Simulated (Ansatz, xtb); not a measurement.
Stretching the Si1–F2 bond in FISi (SMILES F[Si]I) (multiplicity 1 held, fragments rigid). Energies count from the point at 1.610 Å.
Geometry at that point (charge 0, multiplicity 1):
```xyz
3

Si     0.72542     1.01949     1.18894
F      1.16093     2.16372     0.14351
I     -0.38876    -0.63672    -0.33843
```

Restricted levels (R-, RO-) in cc, def2 and unpolarised 6-31G sets keep to the state of the molecule at rest. Unrestricted levels (U-) break spin symmetry where that is lower. Left out are points that failed, MP2 points that dive below the minimum, coupled-cluster points behind a jump of the amplitudes or a sharp parting from full CI or MRCI, small-basis points behind a change of solution, and semi-empirical points at long bonds. Curves can end on different states.

Cores are frozen in the correlated methods. Filled d and f shells under p-block atoms count as core.

Run with Ansatz (an electronic-structure program) with Gaussian orbitals; xtb for the GFN methods. Values without a source in brackets are computed. In def2 rows elements past Kr take small-core potentials, without spin–orbit coupling. The GFN methods have no spin term and hold the electronic entropy of 300 K.

Energies in eV.

| R (Å) | GFN2-xTB | R-HF/def2-SVP | R-MP2/def2-SVP | R-SCS-MP2/def2-SVP | U-CCSD/def2-SVP | U-CCSD(T)/def2-SVP |
|---|---|---|---|---|---|---|
| 1.288 | 4.05 | 3.45 | 3.78 | 3.77 | 3.75 | 3.79 |
| 1.449 | 0.59 | 0.61 | 0.75 | 0.75 | 0.74 | 0.76 |
| 1.610 | 0.00 | 0.00 | 0.00 | 0.00 | 0.00 | 0.00 |
| 1.771 | 0.19 | 0.35 | 0.25 | 0.25 | 0.25 | 0.23 |
| 1.932 | 0.59 | 1.08 | 0.90 | 0.89 | 0.91 | 0.87 |
| 2.173 | 1.24 | 2.33 | 2.07 | 2.05 | 2.08 | 2.00 |
| 2.415 | 1.90 | 3.48 | 3.17 | 3.14 | 3.16 | 3.04 |
| 2.817 | … | 5.01 | 4.63 | 4.57 | 4.60 | 4.51 |
| 3.220 | 3.45 | 6.14 | 5.69 | 5.62 | 5.29 | 5.31 |
| 3.703 | left out | 7.14 | 6.60 | 6.51 | 5.54 | 5.61 |
| 4.347 | left out | 8.05 | 7.31 | 7.19 | 5.56 | 5.63 |
| 5.152 | 4.14 | left out | left out | left out | 5.57 | 5.64 |

Task: Some entries are withheld; supply them.

Result: 
- 2.817, GFN2-xTB: 2.84

Doubts at one or more of the structures used: a restricted determinant that unrestricted orbitals would lower (R-HF/def2-SVP, R-MP2/def2-SVP, R-SCS-MP2/def2-SVP); a spin-contaminated determinant (U-CCSD/def2-SVP, U-CCSD(T)/def2-SVP); T1 above 0.05 (U-CCSD/def2-SVP, U-CCSD(T)/def2-SVP).
